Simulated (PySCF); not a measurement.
Numbering as in the mapped SMILES `[CH3:1][O:2][Si@:3]([NH2:4])([OH:5])[CH:6]([CH3:7])[CH3:8]`; H(Xn) means a hydrogen on atom n.

[PySCF 2.14.0 with density-fitted response routines: GIAO PBE0/pcSseg-1 shieldings; GFN2-xTB structure; no solvent; non-relativistic; single conformer; equivalent nuclei averaged]

Q: Predict the 2D correlation tables (HSQC, COSY, HMBC).

A: 

HSQC (one-bond C–H):
| δH | δC |
| --- | --- |
| 3.75 (H(C1)) | 52.5 (C1) |
| 0.97 (H(C8)) | 18.6 (C8) |
| 0.96 (H(C6)) | 16.4 (C6) |
| 0.95 (H(C7)) | 18.7 (C7) |

COSY cross peaks (H two or three bonds apart, from the bond graph; peaks can be absent where the dihedral angle is near 90°):
| δH | δH |
| --- | --- |
| 0.97 (H(C8)) | 0.96 (H(C6)) |
| 0.96 (H(C6)) | 0.95 (H(C7)) |

HMBC (two and three bonds, from the bond graph):
| δH | δC |
| --- | --- |
| 0.97 (H(C8)) | 18.7 (C7), 16.4 (C6) |
| 0.96 (H(C6)) | 18.7 (C7), 18.6 (C8) |
| 0.95 (H(C7)) | 18.6 (C8), 16.4 (C6) |

Referencing at the same level of theory: 1H, 13C against TMS.

Short H···H contacts in this conformer between protons four or more bonds apart (candidates for NOE cross peaks, intensity ∝ r⁻⁶): H(C7)···H(C8) 2.48 Å, H(C1)···H(C6) 2.76 Å.

Exchangeable OH/NH protons stand at their gas-phase positions; hydrogen bonding in a real sample shifts them, mostly to higher δ. Shifts are as computed. Against solution values, carbons near 30 ppm lie about +3 ppm off and those near 130 ppm about +5 ppm. Of 1309 compounds with measured shifts, 239 miss one by over three times the rms of a fit or turn the order of signals round; such compounds aren't used in these exercises.
